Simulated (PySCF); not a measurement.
# Orbital picture of ZnO

B2PLYP at R = 1.856 Å; PySCF, scalar-relativistic core potentials, basis sets Zn cc-pVDZ-PP with ECP10, O cc-pVDZ. State: ³Π (triplet), unpaired electrons σ ↑, π ↑. Only the outer orbitals are listed, counted within each symmetry, core potentials removing the inner ones.

```json
{"spin": "α", "orbital": "3π", "occ.": "1", "ε (eV)": "-12.42", "on Zn (%)": "5", "main shells (%)": "95 O p"}
{"spin": "α", "orbital": "6σ", "occ.": "1", "ε (eV)": "-11.89", "on Zn (%)": "24", "main shells (%)": "74 O p, 17 Zn s"}
{"spin": "α", "orbital": "3π", "occ.": "1", "ε (eV)": "-10.32", "on Zn (%)": "6", "main shells (%)": "94 O p"}
{"spin": "α", "orbital": "7σ", "occ.": "1", "ε (eV)": "-7.31", "on Zn (%)": "90", "main shells (%)": "72 Zn s, 18 Zn p, 10 O p"}
{"spin": "α", "orbital": "4π", "occ.": "0", "ε (eV)": "0.19", "on Zn (%)": "99", "main shells (%)": "98 Zn p"}
{"spin": "α", "orbital": "4π", "occ.": "0", "ε (eV)": "0.37", "on Zn (%)": "97", "main shells (%)": "97 Zn p"}
{"spin": "α", "orbital": "8σ", "occ.": "0", "ε (eV)": "2.39", "on Zn (%)": "102", "main shells (%)": "91 Zn p, 10 Zn s"}
{"spin": "β", "orbital": "6σ", "occ.": "1", "ε (eV)": "-9.60", "on Zn (%)": "34", "main shells (%)": "64 O p, 29 Zn s"}
{"spin": "β", "orbital": "3π", "occ.": "1", "ε (eV)": "-9.19", "on Zn (%)": "7", "main shells (%)": "93 O p"}
{"spin": "β", "orbital": "7σ", "occ.": "0", "ε (eV)": "-2.05", "on Zn (%)": "82", "main shells (%)": "64 Zn s, 18 O p, 16 Zn p"}
{"spin": "β", "orbital": "3π", "occ.": "0", "ε (eV)": "-1.14", "on Zn (%)": "50", "main shells (%)": "50 O p, 49 Zn p"}
{"spin": "β", "orbital": "4π", "occ.": "0", "ε (eV)": "0.93", "on Zn (%)": "96", "main shells (%)": "96 Zn p"}
```

Which are the highest filled and the lowest empty level, where do they sit, and how wide is the gap?

Highest filled α 7σ at -7.31 eV (in %: 72 Zn s, 18 Zn p, 10 O p); lowest empty β 7σ at -2.05 eV (in %: 64 Zn s, 18 O p, 16 Zn p); the gap at B2PLYP is 5.26 eV.

* bond order (Mayer): 0.93
* ⟨S²⟩: 2.015
* charge on Zn (Mulliken, basis-dependent): 0.39
* charge on Zn (Löwdin, basis-dependent): 0.31
* dipole moment (positive dipole means Zn(−)O(+)): -2.26 D

Shares are Mulliken populations and can fall outside 0 to 100 %.

Correlated steps freeze 1 core orbital. B2PLYP dipoles, levels and charges come from its SCF part alone. The state was picked by a PBE0 search and need not be the measured ground state.
